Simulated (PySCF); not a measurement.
Vertical excitation energies

Compound: C6H6O3.
InChI=1S/C6H6O3/c7-3-4-1-5(8)2-6(4)9/h1,7H,2-3H2

Method: TDDFT PBE0/def2-SVPD, vertical, gas phase, core orbitals frozen in the response in PySCF 2.14.0, density-fitted response routines. Isolated species at its GFN2-xTB geometry (one conformer only). Torsions of this conformer, `[O:1]=[C:2]1[CH:3]=[C:4]([CH2:5][OH:6])[C:7](=[O:8])[CH2:9]1`: C3–C4–C5–O6 3°, H–O6–C5–C4 59°.

**Question.** What does the calculation give for the low-lying excited states?

**Answer.** 

```
state  E (eV)  ν̃ (cm⁻¹)       f  main configurations (H = HOMO, L = LUMO)
   S1    3.02      24380  0.0001                                 H→L (97%)
   S2    3.80      30650  0.0001                   H-1→L (84%), H→L+1 (8%)
   S3    4.93      39800   0.045     H-2→L (52%), H-3→L (33%), H-1→L (10%)
   S4    5.23      42150  0.0048                               H→L+1 (85%)
   S5    5.63      45370   0.251                  H-3→L (59%), H-2→L (31%)
   S6    6.02      48570  0.0054                             H-1→L+1 (82%)
```

Triplets (Tamm–Dancoff): T1 2.60 eV, H→L (94%); T2 3.31 eV, H-1→L (78%), H→L+1 (13%).

The lowest singlet comes at 410 nm (292 kJ/mol) in the visible; it is dark (f under 0.0005); its leading configuration is HOMO→LUMO (97%). The strongest level in the table is S5 at 5.63 eV (220 nm, f = 0.251). Löwdin shares by element: HOMO oxygen 60% or more, carbon 19% or more (atoms not listed hold the other 20%); LUMO carbon 37% or more, oxygen 29% or more (atoms not listed hold the other 34%). The listed states span 3.00 eV, and the widest gap between neighbours is 1.14 eV (S2 to S3). The oscillator strengths of these states sum to 0.306; summed over the whole spectrum of an exact calculation they would give the number of electrons, 66 (Thomas–Reiche–Kuhn). Of the 6 states listed, 2 reach f = 0.01 and 2 stay under 0.0005. S1 lies in the visible range (380 to 750 nm), at 410 nm, dark in the vertical dipole picture (f under 0.0005); light of that wavelength is violet, and its complementary colour is yellow-green; a Tamm–Dancoff triplet lies at 478 nm, without intensity as long as spin–orbit coupling is left out. Only the lowest 6 singlets were computed, as vertical energies without vibronic structure.
